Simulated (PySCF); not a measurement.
This PySCF input asks for the NMR shieldings of SMILES C[C@@H]1BCS[C@H](C(F)F)C1, C$_{6}$H$_{11}$BF$_{2}$S; the geometry comes from GFN2-xTB.

```python
import basis_set_exchange as bse
import numpy as np
from pyscf import gto, dft
from pyscf.prop import nmr

atoms = """
C    -2.310174   -1.137676   -0.081715
C    -1.145403   -0.239240    0.357455
B    -1.345280    1.283471   -0.003967
C    -0.188169    2.224594   -0.480018
S     1.435173    1.473398   -0.879615
C     1.369993    0.031697    0.248060
C     2.690938   -0.707177    0.090930
F     3.721904    0.016344    0.581229
F     2.683386   -1.862822    0.805362
C     0.182637   -0.859780   -0.097391
H    -2.166049   -2.155220    0.276232
H    -3.250697   -0.761539    0.310876
H    -2.378508   -1.164793   -1.166645
H    -1.144884   -0.251894    1.459482
H    -2.395047    1.777206    0.156988
H    -0.465005    2.769272   -1.384049
H    -0.001611    2.988522    0.281508
H     1.298919    0.404507    1.274835
H     2.919157   -0.959431   -0.955309
H     0.316384   -1.832749    0.383620
H     0.163415   -1.019748   -1.178340
"""
names = dict.fromkeys(["C", "B", "S", "F", "H"], "pcSseg-1")
basis = {el: gto.basis.parse(bse.get_basis(n, elements=[el], fmt="nwchem")) for el, n in names.items()}
mol = gto.M(atom=atoms, basis=basis, charge=0, verbose=0)
mf = dft.RKS(mol, xc="PBE0")
mf.grids.level = 2
mf.grids.alignment = dft.numint.BLKSIZE   # the property module wants whole blocks of grid points
mf.conv_tol = 1e-9
mf.kernel()

calc = nmr.RKS(mf)   # GIAO
C = mf.mo_coeff
Co = C[:, mf.mo_occ > 0]
resp = mf.gen_response(singlet=True, hermi=2)
def vind(x):   # induced exchange potential for any number of trial vectors
    d = np.einsum("pi,xij,qj->xpq", C, 2 * x.reshape(-1, C.shape[1], Co.shape[1]), Co, optimize=True)
    return np.einsum("xpq,pi,qj->xij", resp(d - d.transpose(0, 2, 1)), C, Co, optimize=True).ravel()
mo1, _ = nmr.rhf.solve_mo1(calc, with_cphf=vind)
sigma = calc.kernel(mo1)
for i, s in enumerate(sigma):   # ppm
    print("%2d %-2s %9.2f" % (i, mol.atom_pure_symbol(i), np.trace(s) / 3))
```

Question: What does it print?

Answer: 
```
 0 C     167.50
 1 C     149.30
 2 B      15.49
 3 C     154.43
 4 S     518.63
 5 C     133.02
 6 C      63.23
 7 F     306.51
 8 F     314.48
 9 C     149.42
10 H      30.38
11 H      30.02
12 H      30.74
13 H      30.56
14 H      24.11
15 H      28.75
16 H      28.34
17 H      28.83
18 H      25.84
19 H      29.38
20 H      30.45
```

These numbers come from an equivalent density-fitted implementation of the same equations, which agrees with the script to about 0.01 ppm for H and up to a few tenths of a ppm for heavy atoms, so last digits may differ.

Size and cost of the density-fitted run: 232 basis functions, 64 s wall time on 1 thread of an Arm Neoverse V1, shared host; peak memory 1.1 GiB.
